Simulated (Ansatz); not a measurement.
Born–Oppenheimer molecular dynamics of a periodic cell of 14 atoms, H$_{9}$ClO$_{4}$ (contents 4 H2O + 1 HCl, density as packed 0.81 g/cm³ with natural masses). It goes on from the last frame of an earlier run, with new velocities.

Theory: Ansatz 0.2.0, DFT PBEsol, scalar-relativistic, plane waves, PAW. Settings: accuracy low, cutoff 420 eV, k mesh 1x1x1, fermi-dirac smearing 0.02 eV, no spin polarisation.

```yaml
ensemble: NVT, Nosé–Hoover chain
time_step: 0.75 fs
steps_asked: 200
set_temperature: 1000 K
thermostat: time constant 5 fs, chain length 1
masses: H 2.014 u
seed: 867793
```

First frame:

```xyz
14
Lattice="6.0578 0.0000 0.0000 0.0000 6.0578 0.0000 0.0000 0.0000 6.0578" Properties=species:S:1:pos:R:3
O -0.298 2.208 1.399
H -0.901 2.999 1.121
H 0.159 1.743 0.652
O 1.378 0.893 6.022
H 1.347 0.363 6.805
H 2.384 1.002 5.979
O 5.031 0.649 4.282
H 5.393 0.505 3.402
H 5.008 -0.290 4.570
O 1.286 4.832 1.675
H 1.557 5.090 2.547
H 1.105 3.884 1.747
Cl 3.886 3.826 5.100
H 4.374 2.846 4.287
```

(1) What does the run give?

(2) What happens to the structure?

(3) How do temperature and energy run in time?

Answers

(1) The run went to its last step.

```yaml
steps_done: 200
time_covered: 150 fs
mean_temperature_over_the_second_half: 1029 K
spread_of_the_potential_energy_over_the_second_half: 13.3 meV per atom
mean_potential_energy_of_the_second_half_above_the_start: 56.1 meV per atom
```

The conserved energy stayed within 0.9 meV per atom of its start (net change 0.57 meV per atom), so the integration is sound. A run of 0.15 ps of so small a system gives no equilibrium averages. Limits of this set-up: coarse k mesh, low accuracy level.

(2) Mean squared displacements from the first frame to the last, about the centre of mass: O 1.03 Å², H 4.20 Å², Cl 1.07 Å². Another seed would give other details.

(3) 
```json
{"time (fs)": "0.0", "T (K)": "1000", "potential energy less start (eV)": "0.000", "conserved less start (meV/atom)": "0.00"}
{"time (fs)": "4.5", "T (K)": "1086", "potential energy less start (eV)": "-0.113", "conserved less start (meV/atom)": "-0.26"}
{"time (fs)": "9.0", "T (K)": "912", "potential energy less start (eV)": "0.172", "conserved less start (meV/atom)": "0.17"}
{"time (fs)": "13.5", "T (K)": "993", "potential energy less start (eV)": "0.153", "conserved less start (meV/atom)": "0.13"}
{"time (fs)": "18.0", "T (K)": "1053", "potential energy less start (eV)": "0.158", "conserved less start (meV/atom)": "0.04"}
{"time (fs)": "22.5", "T (K)": "995", "potential energy less start (eV)": "0.282", "conserved less start (meV/atom)": "0.13"}
{"time (fs)": "27.0", "T (K)": "1008", "potential energy less start (eV)": "0.277", "conserved less start (meV/atom)": "0.18"}
{"time (fs)": "31.5", "T (K)": "1031", "potential energy less start (eV)": "0.194", "conserved less start (meV/atom)": "0.06"}
{"time (fs)": "36.0", "T (K)": "895", "potential energy less start (eV)": "0.359", "conserved less start (meV/atom)": "0.20"}
{"time (fs)": "40.5", "T (K)": "998", "potential energy less start (eV)": "0.292", "conserved less start (meV/atom)": "0.02"}
{"time (fs)": "45.0", "T (K)": "976", "potential energy less start (eV)": "0.493", "conserved less start (meV/atom)": "0.00"}
{"time (fs)": "49.5", "T (K)": "968", "potential energy less start (eV)": "0.778", "conserved less start (meV/atom)": "0.31"}
{"time (fs)": "54.0", "T (K)": "1255", "potential energy less start (eV)": "0.574", "conserved less start (meV/atom)": "0.39"}
{"time (fs)": "58.5", "T (K)": "1156", "potential energy less start (eV)": "0.210", "conserved less start (meV/atom)": "-0.08"}
{"time (fs)": "63.0", "T (K)": "682", "potential energy less start (eV)": "0.404", "conserved less start (meV/atom)": "0.02"}
{"time (fs)": "67.5", "T (K)": "642", "potential energy less start (eV)": "0.513", "conserved less start (meV/atom)": "0.00"}
{"time (fs)": "72.0", "T (K)": "1069", "potential energy less start (eV)": "0.542", "conserved less start (meV/atom)": "-0.04"}
{"time (fs)": "76.5", "T (K)": "1451", "potential energy less start (eV)": "0.947", "conserved less start (meV/atom)": "0.64"}
{"time (fs)": "81.0", "T (K)": "1186", "potential energy less start (eV)": "0.996", "conserved less start (meV/atom)": "0.39"}
{"time (fs)": "85.5", "T (K)": "696", "potential energy less start (eV)": "1.050", "conserved less start (meV/atom)": "0.17"}
{"time (fs)": "90.0", "T (K)": "808", "potential energy less start (eV)": "0.741", "conserved less start (meV/atom)": "-0.09"}
{"time (fs)": "94.5", "T (K)": "1087", "potential energy less start (eV)": "0.612", "conserved less start (meV/atom)": "0.08"}
{"time (fs)": "99.0", "T (K)": "1099", "potential energy less start (eV)": "0.818", "conserved less start (meV/atom)": "0.43"}
{"time (fs)": "103.5", "T (K)": "1163", "potential energy less start (eV)": "0.446", "conserved less start (meV/atom)": "0.01"}
{"time (fs)": "108.0", "T (K)": "842", "potential energy less start (eV)": "0.461", "conserved less start (meV/atom)": "-0.12"}
{"time (fs)": "112.5", "T (K)": "697", "potential energy less start (eV)": "0.626", "conserved less start (meV/atom)": "-0.09"}
{"time (fs)": "117.0", "T (K)": "965", "potential energy less start (eV)": "0.712", "conserved less start (meV/atom)": "0.16"}
{"time (fs)": "121.5", "T (K)": "1376", "potential energy less start (eV)": "0.768", "conserved less start (meV/atom)": "-0.19"}
{"time (fs)": "126.0", "T (K)": "1192", "potential energy less start (eV)": "1.016", "conserved less start (meV/atom)": "0.14"}
{"time (fs)": "130.5", "T (K)": "922", "potential energy less start (eV)": "0.942", "conserved less start (meV/atom)": "0.27"}
{"time (fs)": "135.0", "T (K)": "834", "potential energy less start (eV)": "0.719", "conserved less start (meV/atom)": "-0.30"}
{"time (fs)": "139.5", "T (K)": "852", "potential energy less start (eV)": "0.760", "conserved less start (meV/atom)": "-0.19"}
{"time (fs)": "144.0", "T (K)": "1064", "potential energy less start (eV)": "0.935", "conserved less start (meV/atom)": "0.43"}
{"time (fs)": "148.5", "T (K)": "1281", "potential energy less start (eV)": "0.877", "conserved less start (meV/atom)": "0.52"}
```

The run took 3.5 min on 1 thread of Arm Neoverse V1 (shared host), peak memory 0.32 GiB.
